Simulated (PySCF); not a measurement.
# Krypton: a sound run and one with changed settings

Sound run: Kr⁺ [Ar] 3d10 4s2 4p5, Kr²⁺ [Ar] 3d10 4s2 4p4. Computed with PySCF 2.14 in cc-pVDZ-PP with ECP10MDF, with a scalar-relativistic core potential. The sound run starts from symmetry-adapted Hartree-Fock orbitals and uses a fine grid where one is needed.

Changed run: 26 angular points. This setting is unsound on purpose.

```
species  method  sound run (hartree)  changed run (hartree)  converged
    Kr⁺     UHF           -461.69600             -461.69600        yes
    Kr⁺     LDA           -462.39513             -462.39520        yes
    Kr⁺    TPSS           -462.94821             -462.94833        yes
   Kr²⁺     UHF           -460.84097             -460.84097        yes
   Kr²⁺     LDA           -461.49220             -461.49230        yes
   Kr²⁺    TPSS           -462.05431             -462.05450        yes
```

Ionisation energy of Kr⁺:

```
method  sound run (eV)  changed run (eV)
   UHF          23.267            23.267
   LDA          24.570            24.569
  TPSS          24.324            24.322
```

A coarse angular grid integrates products of high-l functions wrongly, so density functionals can shift, and the SCF can exploit the error; Hartree-Fock and MP2 need no grid.

For comparison, NIST gives 24.360 eV between the lowest levels.
